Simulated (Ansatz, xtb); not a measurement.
## C4H7Cl2F: which of two isomers lies lower

We compare I, `CC(C)(F)C(Cl)Cl`, a singlet, with II, `FCC(CCl)CCl`, a singlet. Both are isolated molecules in the gas phase, relaxed with PBE0-D3(BJ)/def2-SVP, each in the lowest conformer that the search found.

Quicker runs give these differences E(II) − E(I): GFN2-xTB +13.8 kJ/mol; HF/STO-3G −4.6 kJ/mol (at GFN2-xTB geometries); r2SCAN-D4/def2-SVP +21.9 kJ/mol (at GFN2-xTB geometries).

Estimate E(II) − E(I) at the level CCSD(T)/def2-SVP + ΔMP2/def2-TZVPP.

Calculated at CCSD(T)/def2-SVP + ΔMP2/def2-TZVPP: E(II) − E(I) = +13.7 kJ/mol, so structure I lies lower.

Level by level:

```json
{"level": "GFN2-xTB", "geometry": "GFN2-xTB", "E(II) − E(I) (kJ/mol)": "+13.8", "departure from the last row (kJ/mol)": "+0.1", "job, with rough time for the two": "optimisation, 0.16 s"}
{"level": "HF/STO-3G", "geometry": "GFN2-xTB", "E(II) − E(I) (kJ/mol)": "−4.6", "departure from the last row (kJ/mol)": "−18.3", "job, with rough time for the two": "single point, 0.4 s"}
{"level": "r2SCAN-D4/def2-SVP", "geometry": "GFN2-xTB", "E(II) − E(I) (kJ/mol)": "+21.9", "departure from the last row (kJ/mol)": "+8.2", "job, with rough time for the two": "single point, 4 s"}
{"level": "PBE0-D3(BJ)/def2-SVP", "geometry": "PBE0-D3(BJ)/def2-SVP", "E(II) − E(I) (kJ/mol)": "+13.0", "departure from the last row (kJ/mol)": "−0.6", "job, with rough time for the two": "optimisation, 27 s"}
{"level": "HF/def2-SVP", "geometry": "PBE0-D3(BJ)/def2-SVP", "E(II) − E(I) (kJ/mol)": "−1.5", "departure from the last row (kJ/mol)": "−15.2", "job, with rough time for the two": "part of the CCSD(T) run"}
{"level": "MP2/def2-SVP", "geometry": "PBE0-D3(BJ)/def2-SVP", "E(II) − E(I) (kJ/mol)": "+19.2", "departure from the last row (kJ/mol)": "+5.5", "job, with rough time for the two": "part of the CCSD(T) run"}
{"level": "CCSD(T)/def2-SVP", "geometry": "PBE0-D3(BJ)/def2-SVP", "E(II) − E(I) (kJ/mol)": "+16.7", "departure from the last row (kJ/mol)": "+3.0", "job, with rough time for the two": "single point"}
{"level": "CCSD(T)/def2-SVP + ΔMP2/def2-TZVPP", "geometry": "PBE0-D3(BJ)/def2-SVP", "E(II) − E(I) (kJ/mol)": "+13.7", "departure from the last row (kJ/mol)": "", "job, with rough time for the two": "single point, 66 s"}
```

As drawn, both hold the same kinds of bond in the same numbers. Structure I has 2 methyl groups, II 0.

HF/STO-3G puts the two in the other order. HF/def2-SVP finds them nearly level. The largest departure from CCSD(T)/def2-SVP + ΔMP2/def2-TZVPP is that of HF/STO-3G, 18.3 kJ/mol. The last row adds to CCSD(T) the change of the MP2 difference between the two basis sets, here −3.0 kJ/mol.

With thermal terms from frequencies at re-optimised GFN2-xTB minima (ideal gas, soft modes damped towards free rotors, one conformer each, 298.15 K, 1 atm): the zero-point term adds +3.6 kJ/mol; ΔH is +16.0 and ΔG +15.7 kJ/mol.

The correlated steps freeze 15 core orbitals. Programs: Ansatz 0.2.0, xtb 6.7.1; the last row on 4 threads of Arm Neoverse V1 on a shared host.
